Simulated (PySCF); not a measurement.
C₃H₄O₂Si. Atoms are numbered in the order given.

```xyz
10

C     -0.6459    -2.8829     0.0000
C     -0.0002    -1.8518     0.0000
Si     0.9649    -0.2998     0.0000
C     -0.1570     1.2659     0.0000
O      0.3260     2.3689     0.0000
O     -1.4742     1.0445     0.0000
H     -1.2199    -3.7929     0.0000
H      1.8107    -0.2109     1.2211
H      1.8107    -0.2109    -1.2211
H     -1.9058     1.9176     0.0000
```
Charge 0, spin multiplicity 1.

Geometry optimised at PBE0-D3(BJ)/def2-SVP. This is a generated structure with no PubChem entry under its InChIKey; it may be hypothetical. The values are those of a single conformer.

Level of theory: PBE/def2-TZVP (PySCF).

Symmetry labels are those of the subgroup Cs that the program uses (full group Cs).

Computed valence orbital energies around the gap with their symmetry:
```json
[
 {"orbital": "HOMO−7", "symmetry": "A\"", "energy (eV)": "-11.30"},
 {"orbital": "HOMO−6", "symmetry": "A'", "energy (eV)": "-9.95"},
 {"orbital": "HOMO−5", "symmetry": "A'", "energy (eV)": "-9.08"},
 {"orbital": "HOMO−4", "symmetry": "A\"", "energy (eV)": "-9.02"},
 {"orbital": "HOMO−3", "symmetry": "A\"", "energy (eV)": "-8.10"},
 {"orbital": "HOMO−2", "symmetry": "A'", "energy (eV)": "-7.50"},
 {"orbital": "HOMO−1", "symmetry": "A\"", "energy (eV)": "-7.23"},
 {"orbital": "HOMO", "symmetry": "A'", "energy (eV)": "-6.44"},
 {"orbital": "LUMO", "symmetry": "A\"", "energy (eV)": "-1.96"},
 {"orbital": "LUMO+1", "symmetry": "A'", "energy (eV)": "-1.41"},
 {"orbital": "LUMO+2", "symmetry": "A\"", "energy (eV)": "-1.03"},
 {"orbital": "LUMO+3", "symmetry": "A'", "energy (eV)": "-0.05"}
]
```
